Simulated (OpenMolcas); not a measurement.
Rh5+ among 2 point charges of -2 e arranged as a linear pair (D∞h).

```
Program             : OpenMolcas
Method              : SS-CASPT2, IPEA 0.25 Eh, imaginary shift 0.1 Eh (closed shells correlated: 4s 4p)
Basis               : ANO-RCC-VTZP [7s6p4d2f1g]
Scalar Hamiltonian  : DKH2, point nucleus
Active space        : 4 electrons in 5 orbitals (4d)
State averaging     : 2S+1 = 5 even, 5 roots; 2S+1 = 3 even, 45 roots; 2S+1 = 1 even, 50 roots
Spin-orbit coupling : RASSI with atomic mean-field integrals over the reference wave functions
```

All point charges move together. At R = 2.08 Å the first state of the same spin is 4950 cm-1, and at R = 2.53 Å it is 2550 cm-1.

Q: A third run gives 3740 cm-1. What distance was it run at?

A: With a power law R^-n the two known points give n = -ln(2550 / 4950) / ln(2.53 / 2.08) = 3.39. Then R = 2.08 × (4950 / 3740)^(1/3.39) = 2.259 Å. The run was at 2.26 Å, so the estimate is off by -0.001 Å.

Roots that are degenerate in the reference are averaged as groups; the widest CASPT2 spread within a group is 56 cm-1 (the 2-fold group of multiplicity 1 near 87300 cm-1 above the lowest state of its run, R = 2.26). Shifts and gaps below about the spread of the groups concerned are not significant. Point charges give a weaker field than real ligands, and real ions of this kind are as a rule low spin; the high spin found here belongs to the model. Free-ion shares, where given, are those of the reference states; single-state CASPT2 does not remix them. This is an electrostatic model: the charges have no orbitals. No measured value stands beside these numbers.
